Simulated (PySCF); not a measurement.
Coordinates in bohr (charge 0 multiplicity 5):
```
Ru    0.0000    0.0000    0.0802
O     0.0000    0.0000    3.2982
Cl    4.1639    0.0000   -0.8711
Cl   -4.1639    0.0000   -0.8711
```

All numbers come from PySCF, UPBE0, basis Ru def2-SVP with ECP28, O def2-SVP, Cl def2-SVP (scalar-relativistic core potentials, no spin–orbit coupling, density fitting).

This geometry of RuOCl₂ is a stationary point at this level.

What is the point group?

C2v.

Is it a minimum?

Yes: all harmonic wavenumbers are real.

List the harmonic modes with their infrared intensities.


```
symmetry  ω (cm⁻¹)  IR (km/mol)
      b1        74         15.9
      a1       119          2.1
      b2       182          0.7
      a1       362          3.5
      b2       427          115
      a1       932         20.5
```

Give the ideal-gas entropy at 298.15 K and 1 bar by parts.

translation 174.2, rotation 109.2, vibration 48.4, spin 13.4; total 345.1 J/(mol K).

In C2v the vibrations span b1 + 3a1 + 2b2. Here b1 is antisymmetric to the molecular plane and b2 lies in it.

Other isomers or separated fragments may lie lower. With open d or f shells other occupations or spin states may lie lower. At this level a triplet minimum of C2v symmetry lies 52 kJ/mol below this structure.
